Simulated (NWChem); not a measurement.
H2TeO; SMILES O[TeH]

def2 effective core potentials on Te; no spin-orbit coupling.

Question: Give the equilibrium geometry at PBE-D3(BJ)/def2-SVP with def2 effective core potentials on Te (NWChem) as an XYZ file, with the point group.

Answer: point group C1; any orientation.
```
4

Te     0.0258    -0.2710     0.0100
H     -1.6601    -0.4500    -0.0002
O      0.0508     1.7560    -0.1001
H      0.0305     2.0473     0.8338
```
